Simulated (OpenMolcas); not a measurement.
**Cl2+: effect of the basis set**

```
Program             : OpenMolcas 26.06
Method              : MS-CASPT2, IPEA 0.25 Eh, imaginary shift 0.1 Eh (closed shells correlated: 2s 2p)
Active space        : 5 electrons in 4 orbitals (3s 3p)
State averaging     : 2S+1 = 4 odd, 1 root; 2S+1 = 2 odd, 11 roots; 2S+1 = 4 even, 3 roots; 2S+1 = 2 even, 9 roots
Spin-orbit coupling : RASSI with atomic mean-field integrals over the reference wave functions, term energies averaged over their components
```

A. ANO-R1 [4s3p1d], X2C, finite nucleus; CASPT2 step roughly 2.2 core-seconds
B. ANO-RCC-VTZP [5s4p2d1f], DKH2, point nucleus; CASPT2 step roughly 1.9 core-seconds
C. ANO-L-VTZP [5s4p2d1f], non-relativistic, point nucleus; CASPT2 step about 3 core-seconds
D. ANO-R2 [5s4p3d1f], X2C, finite nucleus; CASPT2 step roughly 2.8 core-seconds
E. ANO-RCC-VQZP [6s5p3d2f1g], DKH2, point nucleus; CASPT2 step about 4 core-seconds
F. ANO-R3 [6s5p4d3f1g], X2C, finite nucleus; CASPT2 step of the order of 4 core-seconds

Energies in cm⁻¹ above 3s² 3p³ ⁴S°_3/2, the measured ground level; measured values from Moore, Atomic Energy Levels, vol. I, NSRDS-NBS 35 (1971 reprint of NBS Circular 467, 1949).

```json
{"Level": "3s² 3p³ ⁴S°_3/2", "A": "0.0", "B": "0.0", "C": "0.0", "D": "0.0", "E": "0.0", "F": "0.0", "Measured": "0.0"}
{"Level": "3s² 3p³ ²D°_3/2", "A": "20530", "B": "18940", "C": "19010", "D": "19000", "E": "18490", "F": "18310", "Measured": "18053"}
{"Level": "3s² 3p³ ²D°_5/2", "A": "20600", "B": "19000", "C": "19070", "D": "19060", "E": "18550", "F": "18360", "Measured": "18120"}
{"Level": "3s² 3p³ ²P°_1/2", "A": "31740", "B": "30450", "C": "30450", "D": "30780", "E": "29920", "F": "30020", "Measured": "29812"}
{"Level": "3s² 3p³ ²P°_3/2", "A": "31800", "B": "30500", "C": "30500", "D": "30830", "E": "29970", "F": "30070", "Measured": "29907"}
{"Level": "3s 3p⁴ ⁴P_5/2", "A": "101790", "B": "102520", "C": "100920", "D": "102220", "E": "102380", "F": "102280", "Measured": "98520"}
{"Level": "3s 3p⁴ ⁴P_3/2", "A": "102450", "B": "103130", "C": "101530", "D": "102830", "E": "102980", "F": "102900", "Measured": "99130"}
{"Level": "3s 3p⁴ ⁴P_1/2", "A": "102830", "B": "103490", "C": "101890", "D": "103190", "E": "103340", "F": "103250", "Measured": "99475"}
{"Level": "3s 3p⁴ ²D_3/2", "A": "135450", "B": "134460", "C": "132730", "D": "133490", "E": "133690", "F": "132720", "Measured": ""}
{"Level": "3s 3p⁴ ²D_5/2", "A": "135470", "B": "134480", "C": "132750", "D": "133500", "E": "133700", "F": "132740", "Measured": ""}
{"Level": "3s 3p⁴ ²S_1/2", "A": "163930", "B": "163220", "C": "161690", "D": "162450", "E": "162150", "F": "161340", "Measured": ""}
{"Level": "3s 3p⁴ ²P_3/2", "A": "177860", "B": "176270", "C": "174620", "D": "173980", "E": "175050", "F": "172860", "Measured": ""}
{"Level": "3s 3p⁴ ²P_1/2", "A": "178640", "B": "177010", "C": "175360", "D": "174730", "E": "175790", "F": "173610", "Measured": ""}
{"Level": "3p⁵ ²P°_3/2", "A": "263600", "B": "265230", "C": "262010", "D": "262280", "E": "264120", "F": "261620", "Measured": ""}
{"Level": "3p⁵ ²P°_1/2", "A": "264730", "B": "266300", "C": "263070", "D": "263350", "E": "265190", "F": "262690", "Measured": ""}
```

Deviations, from unrounded energies. A percentage is the sum of absolute deviations over the sum of measured energies, with the sign that they share, or ± where signs differ.

```
                        Against measurement  Levels     A     B     C     D     E     F
             mean absolute deviation (cm-1)       7  2700  2100  1500  2100  1800  1700
other terms of the ground configuration (%)       4  +9.2  +3.1  +3.3  +3.9  +1.1  +0.9
                   other configurations (%)       3  +3.3  +4.0  +2.4  +3.7  +3.9  +3.8
```

C lies closest to measurement on these levels and A furthest from it. The largest miss of C in the table is 3s 3p⁴ ⁴P_1/2, by +2400 cm-1. The ranking rests on the paired levels alone, and a cruder setting can come out closer through cancelling errors.

The two smallest mean deviations differ by little beside CASPT2's spread within terms, so their order carries little weight.

Among A to F the level of the table that moves most is 3s 3p⁴ ²P_1/2, by 5000 cm-1 (lowest in F, highest in A). Moves below CASPT2's spread within the term are not significant.

CASPT2 does not keep the components of a term degenerate, so their means are used; among the terms shown or strongly mixed into the levels shown the widest spread is 1700 cm-1 (3s 3p⁴ ²D, E). Over all roots computed the reference weight is 0.87 to 0.97 in A, 0.87 to 0.96 in B, 0.87 to 0.96 in C, 0.87 to 0.96 in D, 0.87 to 0.96 in E, 0.86 to 0.96 in F; the roots of lowest weight are the least certain, and an intruder state may touch them. Terms of s pⁿ other than that of highest spin mix with s² pⁿ⁻² d, which this space lacks; all of them can be thousands of cm-1 off, and some have no real level of that name. Computed and measured levels are paired by configuration, term and J; levels that our copy of the source lacks, or whose pairing is in doubt (as where it misses far off the trend of its configuration), stay unpaired and out of the deviations. Only configurations of the active space appear.

° marks odd parity.
